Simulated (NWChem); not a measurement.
Everything below was run with NWChem. System: H₃FGeSi, charge 0, spin multiplicity 1, at a geometry optimised with PBE0/def2-SVP. The structure started from a generated list of species. Level: PBE0/pcseg-1.

The NWChem input:

```
start mol
memory heap 200 mb stack 900 mb global 1100 mb
geometry units angstroms nocenter noautoz
  Ge    -0.432084    -0.674921     0.000000
  F     -1.538437     0.701156     0.000000
  Si     1.556946     0.838021     0.000000
  H      1.501746     1.718170     1.212760
  H      1.501746     1.718170    -1.212760
  H      2.871894     0.118430     0.000000
  symmetry group Cs
end
basis spherical
  * library pcseg-1
end
dft
  xc pbe0
  semidirect memsize 60000000 filesize 0
  iterations 100
end
task dft energy
```

Part of the output:

```
             Northwest Computational Chemistry Package (NWChem) 7.3.0
             --------------------------------------------------------

                                NWChem Input Module
                                -------------------

 Scaling coordinates for geometry "geometry" by  1.889725989
 (inverse scale =  0.529177249)

 Turning off AUTOSYM since
 SYMMETRY directive was detected!

                             Geometry "geometry" -> ""
                             -------------------------

 Output coordinates in angstroms (scale by  1.889725989 to convert to a.u.)

  No.       Tag          Charge          X              Y              Z
 ---- ---------------- ---------- -------------- -------------- --------------
    1 Ge                  32.0000    -0.43208400    -0.67492100     0.00000000
    2 F                    9.0000    -1.53843700     0.70115600     0.00000000
    3 Si                  14.0000     1.55694600     0.83802100     0.00000000
    4 H                    1.0000     1.50174600     1.71817000     1.21276000
    5 H                    1.0000     1.50174600     1.71817000    -1.21276000
    6 H                    1.0000     2.87189400     0.11843000     0.00000000

 Effective nuclear repulsion energy (a.u.)     237.2497302365

            Nuclear Dipole moment (a.u.)
            ----------------------------
        X                 Y               Z
 ---------------- ---------------- ----------------
     0.0000170075    -0.0000075589     0.0000000000

      Symmetry information
      --------------------

 Group name             Cs
 Group number              2
 Group order               2
 No. of unique centers     5

      Symmetry unique atoms

     1    2    3    4    6


 Summary of "ao basis" -> "" (spherical)
 ------------------------------------------------------------------------------
       Tag                 Description            Shells   Functions and Types
 ---------------- ------------------------------  ------  ---------------------
 *                          pcseg-1                   on all atoms

                                 NWChem DFT Module
[...]
 Vector   29  Occ=2.000000D+00  E=-2.435589D-01  Symmetry=a'
              MO Center=  1.1D-01, -2.8D-01,  9.3D-15, r^2= 3.8D+00
   Bfn.  Coefficient  Atom+Function         Bfn.  Coefficient  Atom+Function
  ----- ------------  ---------------      ----- ------------  ---------------
    49     -0.316430  3 Si px                16      0.296736  1 Ge py
    13      0.273638  1 Ge py                50     -0.273363  3 Si py
     4     -0.261850  1 Ge s                  5     -0.236215  1 Ge s
    12      0.210393  1 Ge px                 3      0.200798  1 Ge s
    15      0.201077  1 Ge px                32     -0.170835  2 F  py

 Vector   30  Occ=0.000000D+00  E=-1.157111D-01  Symmetry=a"
              MO Center= -2.7D-01, -5.5D-01,  3.2D-15, r^2= 3.1D+00
   Bfn.  Coefficient  Atom+Function         Bfn.  Coefficient  Atom+Function
  ----- ------------  ---------------      ----- ------------  ---------------
    17      0.635931  1 Ge pz                14      0.451590  1 Ge pz
    11     -0.258830  1 Ge pz                33     -0.193771  2 F  pz
    61     -0.183630  4 H  s                 66      0.183630  5 H  s
    36     -0.170152  2 F  pz                54      0.134734  3 Si pz
    60     -0.086523  4 H  s                 65      0.086523  5 H  s

 Vector   31  Occ=0.000000D+00  E=-1.718646D-02  Symmetry=a'
              MO Center= -6.9D-02, -3.2D-01, -4.0D-13, r^2= 4.5D+00
   Bfn.  Coefficient  Atom+Function         Bfn.  Coefficient  Atom+Function
  ----- ------------  ---------------      ----- ------------  ---------------
    15      0.671591  1 Ge px                52      0.447761  3 Si px
    71     -0.409133  6 H  s                 30      0.300344  2 F  s
    61      0.278199  4 H  s                 66      0.278199  5 H  s
    12      0.259600  1 Ge px                16     -0.258007  1 Ge py
    45     -0.250917  3 Si s                 53     -0.217567  3 Si py

 Vector   32  Occ=0.000000D+00  E= 1.753377D-02  Symmetry=a'
              MO Center=  1.1D+00,  3.5D-01, -8.0D-14, r^2= 6.9D+00
   Bfn.  Coefficient  Atom+Function         Bfn.  Coefficient  Atom+Function
  ----- ------------  ---------------      ----- ------------  ---------------
     5      0.979813  1 Ge s                 53      0.921525  3 Si py
    45     -0.905152  3 Si s                 52      0.788625  3 Si px
    16      0.772962  1 Ge py                15      0.715134  1 Ge px
     4      0.283386  1 Ge s                 50      0.253157  3 Si py
     3     -0.226795  1 Ge s                 71      0.226006  6 H  s

 center of mass
 --------------
 x =  -0.17824171 y =  -0.14552210 z =   0.00000000

 moments of inertia (a.u.)
 ------------------
         253.026587756532        -150.736756954959           0.000000000000
        -150.736756954959         504.608228297890           0.000000000000
           0.000000000000           0.000000000000         736.461322609306

     Multipole analysis of the density
     ---------------------------------

     L   x y z        total         alpha         beta         nuclear
     -   - - -        -----         -----         ----         -------
     0   0 0 0     -0.000000    -29.000000    -29.000000     58.000000

     1   1 0 0      0.401018      0.200500      0.200500      0.000017
     1   0 1 0     -0.612520     -0.306256     -0.306256     -0.000008
     1   0 0 1      0.000000      0.000000      0.000000      0.000000

     2   2 0 0    -31.323061   -147.738729   -147.738729    264.154396
     2   1 1 0      0.261490    -41.634530    -41.634530     83.530549
     2   1 0 1     -0.000000     -0.000000     -0.000000      0.000000
     2   0 2 0    -29.647558    -76.873371    -76.873371    124.099183
     2   0 1 1      0.000000      0.000000      0.000000      0.000000
     2   0 0 2    -25.842741    -18.173645    -18.173645     10.504549

 Task  times  cpu:        1.9s     wall:        1.9s

 Total times  cpu:        1.9s     wall:        1.9s
```
